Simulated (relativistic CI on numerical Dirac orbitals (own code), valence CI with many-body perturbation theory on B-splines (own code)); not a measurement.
Zr: a short configuration list, a large CI and many-body theory against measured levels

Six calculations, all with the Dirac-Coulomb Hamiltonian. A to C use 24 configurations on KLI orbitals optimised for each, with Breit and QED terms: A ab initio, B with Slater integrals scaled by 0.85, C with the P86 correlation functional added as well. Their list is 4d²5s², 4d³5s, 4d²5s5p, 4d³5p, 4d⁴, 4d5s²5p, 4d²5s5d, 4d²5s5f, 4d5s²6p, 4d³5d, 4d5s²4f, 4d²5s6s, 4d³4f, 4d²5p², 4d5p³, 4d5p²6p, 5s²5p², 5s5p³, 5s5p²5d, 5s5p²5f, 4d5s5p², 4d5p²5d, 4d5p²5f, 5s5p²6p. D to F correlate the 4 valence electrons outside the frozen Dirac-Fock core [Kr] of the bare core ion, in 81 B-spline orbitals (500,072 selected states over all symmetries, the rest in second order). F holds the one-electron core-valence potential Σ₁, the screening Σ₂ of the valence interaction, a three-electron term, Breit and QED; D (none of these) and E (Σ₁ alone) are solved again in the space of F. The core's calculated polarisability is 2.98 bohr³.

Computed minus measured energy above the ground level, in cm⁻¹, for 10 of the 23 excited levels that pair with a measured one in all six and keep their character from D to F (pairs that miss by over 12,000 cm⁻¹ in F, or 15,000 in both A and B, are taken as false; terms as labelled in the source; one J of a term):

| Configuration | Term | J | Measured | A | B | C | D | E | F |
| --- | --- | --- | --- | --- | --- | --- | --- | --- | --- |
| 4d²5s² | a 3F | 3 | 570 | -47 | -53 | -55 | -123 | 3 | -1 |
| 4d²5s² | a 3P | 0 | 4197 | 843 | 285 | -123 | 903 | 723 | 194 |
| 4d³5s | a 5F | 1 | 4871 | 1051 | 905 | -540 | 5271 | 2808 | -259 |
| 4d²5s² | a 1G | 4 | 8057 | 1877 | 608 | 371 | 250 | 648 | 113 |
| 4d³5s | a 5P | 1 | 10885 | 2262 | 1248 | -145 | 4410 | 2677 | 7 |
| 4d³5s | b 3F | 2 | 11641 | 3135 | 2132 | 863 | 4512 | 2320 | -336 |
| 4d³5s | a 3D | 1 | 14123 | 3696 | 2207 | 884 | 3385 | 1933 | 83 |
| 4d²5s5p | z 5G° | 5 | 16317 | -3541 | -3489 | -2465 | -2603 | -1135 | -335 |
| 4d²5s5p | z 5F° | 5 | 18277 | -3474 | -3634 | -2650 | -1691 | -426 | -361 |
| 4d²5s5p | z 5D° | 3 | 19626 | -3165 | -3597 | -2585 | -1276 | -101 | -321 |

Mean absolute errors, in cm⁻¹:

| Levels | A | B | C | D | E | F |
| --- | --- | --- | --- | --- | --- | --- |
| all, 23 | 2143 | 1633 | 931 | 3039 | 1631 | 192 |
| 4d²5s², 5 | 730 | 259 | 162 | 481 | 422 | 101 |
| 4d³5s, 13 | 2209 | 1415 | 596 | 4456 | 2504 | 171 |
| 4d²5s5p, 5 | 3386 | 3577 | 2572 | 1912 | 570 | 337 |

Measured levels: NIST Handbook of Basic Atomic Spectroscopic Data (Sansonetti and Martin, J. Phys. Chem. Ref. Data 34, 1559 (2005)). The scale of B and the settings of D to F were settled with such spectra in view, so this is no blind test.

From closest to farthest the columns rank F (192), C (931), E (1631), B (1633), A (2143), D (3039); over all 42 levels that F pairs, its error is 226. Inside the ground configuration the errors are A 730, B 259, C 162, D 481, E 422, F 101: the unscaled integrals of A spread the terms too wide, and the scale of B removes most of that. The configuration that the core terms move most is 4d³5s: its mean error is +4456 in D, and Σ₁, Σ₂, the three-electron term, and Breit with QED change it by -1952, -2570, +58 and -121, to -129 in F. D keeps the core as it is in the bare core ion; d electrons reach into the outer core shells, and the relaxation of those shells, which differs with the number of d electrons, enters only through these terms. In A 4d³5s lies too high and 4d²5s5p too low on average. The largest residue of F is in 4d²5s5p (337). The run behind D to F took about 20 min of CPU with its rates, the short lists 7 s (one thread, shared hosts). The ionisation energy is 6.583 eV in D, 6.833 in E and 6.601 in F, against 6.634 eV in NIST ASD (measured).
